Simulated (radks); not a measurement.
Results of a calculation; reference values are marked as such.
Task: The mean radii <r> (bohr) of the occupied orbitals of an atom or ion are listed with their occupations. Code: a radial shooting solver on a logarithmic mesh with Libxc functionals. Model: Dirac Kohn-Sham, exchange-only PBE, spin-unpolarised, spherical densities, finite nucleus; Fermi nuclear charge, rms radius of each element as measured or else 0.836 A^(1/3) + 0.57 fm.

| orbital | occ. | <r> |
|---|---|---|
| 1s1/2 | 2 | 0.05846 |
| 2s1/2 | 2 | 0.2668 |
| 2p1/2 | 2 | 0.2334 |
| 2p3/2 | 4 | 0.2365 |
| 3s1/2 | 2 | 0.7953 |
| 3p1/2 | 2 | 0.8247 |
| 3p3/2 | 4 | 0.8329 |
| 3d3/2 | 4 | 0.9249 |

Name the element and its charge. Open shells, if any, fill j = l - 1/2 first.

Result: Z = 26, iron, charge +4: Fe4+ in [Ar] 3d4. The 1s radius gives Z: for a bare nucleus <r> = (2 gamma + 1)/(2Z) with gamma = sqrt(1 - (Z/c)^2), 0.05699 bohr for Z = 26, and screening makes it slightly larger (0.05846 here). The occupations add up to 22, and the charge is Z minus that.
